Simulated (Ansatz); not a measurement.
phenanthrenequinone, `O=C1C(=O)c2ccccc2-c2ccccc21`. Total charge 0; triplet. Geometry PBE-D4/def2-SVP, that of the neutral singlet; atoms count from 1.

```xyz
24

O    -2.491    1.221   -2.196
C    -1.671    0.895   -1.348
C    -1.630    1.659   -0.001
O    -2.417    2.577    0.191
C    -0.621    1.233    1.005
C    -0.587    1.929    2.230
C     0.332    1.585    3.223
C     1.230    0.529    2.985
C     1.204   -0.168    1.771
C     0.283    0.162    0.752
C     0.245   -0.568   -0.537
C     1.128   -1.633   -0.820
C     1.081   -2.317   -2.042
C     0.145   -1.956   -3.027
C    -0.738   -0.906   -2.770
C    -0.698   -0.213   -1.544
H    -1.311    2.747    2.365
H     0.355    2.131    4.178
H     1.962    0.243    3.756
H     1.920   -0.987    1.623
H     1.874   -1.944   -0.076
H     1.786   -3.142   -2.226
H     0.110   -2.495   -3.986
H    -1.490   -0.583   -3.507
```

At PBE0-D4/def2-SVP a singlet of charge 0 lies 1.89 eV below the triplet at the same geometry.

Estimate the Mulliken populations from the PBE0/def2-SVP orbitals of Ansatz.


```csv
atom,charge (e),spin (α − β)
O1,-0.12,0.60
C2,0.10,0.22
C3,0.10,0.22
O4,-0.12,0.60
C5,-0.09,0.03
C6,-0.02,0.09
C7,-0.01,-0.04
C8,-0.01,0.08
C9,-0.07,-0.04
C10,0.08,0.06
C11,0.08,0.06
C12,-0.07,-0.04
C13,-0.01,0.08
C14,-0.01,-0.04
C15,-0.02,0.09
C16,-0.09,0.03
H17,0.04,0.00
H18,0.04,0.00
H19,0.03,0.00
H20,0.02,0.00
H21,0.02,0.00
H22,0.03,0.00
H23,0.04,0.00
H24,0.04,0.00
```
Mulliken values depend strongly on the basis.

Where does the spin sit?

Summed by element: O 1.20, C 0.81, H -0.01, of 2 unpaired in all. Largest on single atoms: O4 0.60, O1 0.60, C3 0.22.

And the Mayer bond orders between heavy atoms (over 0.3)?

O1–C2 1.93 (1.22 Å); C2–C3 0.88 (1.55 Å); C2–C16 1.02 (1.49 Å); C3–O4 1.93 (1.22 Å); C3–C5 1.02 (1.49 Å); C5–C6 1.36 (1.41 Å); C5–C10 1.31 (1.42 Å); C6–C7 1.41 (1.40 Å); C7–C8 1.33 (1.41 Å); C8–C9 1.43 (1.40 Å); C9–C10 1.37 (1.41 Å); C10–C11 1.06 (1.48 Å); C11–C12 1.37 (1.41 Å); C11–C16 1.31 (1.42 Å); C12–C13 1.43 (1.40 Å); C13–C14 1.33 (1.41 Å); C14–C15 1.41 (1.40 Å); C15–C16 1.36 (1.41 Å).
